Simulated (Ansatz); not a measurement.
`[SiH3][O][Cd][Cl]` + CH₃OH → `C[O][Cd][Cl]` + silanol at 400 K and 1 bar (ligand exchange at a Cd–O bond).

Isolated molecules relaxed with PBE0-D4/def2-TZVP in Ansatz; ΔE leaves out vibrations. CBS: MP2 limit from def2 TZ/QZ plus the TZ coupled-cluster correction, frozen cores. This one scheme is used for every species. Elements past krypton have def2 core potentials. For Cd outer-core shells are correlated without core-valence functions, which leaves a few kJ/mol of doubt a bond. One conformer a species, not always the lowest.

| species | CCSD(T)/CBS energy (Eh) | H − E (kJ/mol) | S (J/(mol·K)) |
| --- | --- | --- | --- |
| `[SiH3][O][Cd][Cl]` | -993.63708 | 108.9 | 395.3 |
| CH₃OH | -115.61712 | 151.2 | 252.6 |
| `C[O][Cd][Cl]` | -742.55216 | 137.5 | 366.6 |
| `O[SiH3]` | -366.69042 | 120.0 | 276.4 |

H − E and S are ideal-gas, rigid-rotor, harmonic terms from PBE0-D4/def2-TZVP, for one conformer and one mirror image of each species. 1 Eh = 2625.50 kJ/mol, R = 8.31446 J/(mol·K).

**Question.** By hand: ΔE, ΔH, ΔS and ΔG.

**Answer.** ΔE = (-742.55216) + (-366.69042) − (-993.63708) − (-115.61712) = 0.01162 Eh = 30.5 kJ/mol. Δ(H − E) = 137.5 + 120.0 − 108.9 − 151.2 = -2.6, so ΔH = 27.9 kJ/mol. ΔS = 366.6 + 276.4 − 395.3 − 252.6 = -4.9 J/(mol·K). ΔG = 27.9 − 400 × (-4.9)/1000 = 29.9 kJ/mol.

**Question.** By hand: the equilibrium constant, and the temperature at which ΔG would vanish if ΔH and ΔS stayed fixed.

**Answer.** log₁₀ K = −ΔG/(RT ln 10) = -3.9. ΔH and −TΔS have one sign here, so there is no such temperature.

The number of gas molecules stays the same, so ΔS is small and ΔH decides. A doubt of 5 kJ/mol in ΔE shifts log₁₀ K by 0.7 here. Other conformers and mirror images would add mixing entropy, several J/(mol·K) or more a flexible species. Modes under 60 cm⁻¹, often nearly free rotors, make the harmonic entropy too high. These are equilibria of isolated gas molecules and say nothing of rates. Largest T1 diagnostic: 0.016 (customary marks: 0.02 for closed shells, 0.045 for open ones).

ΔS is within the doubt of such terms, so its sign, and with it that verdict, could turn.
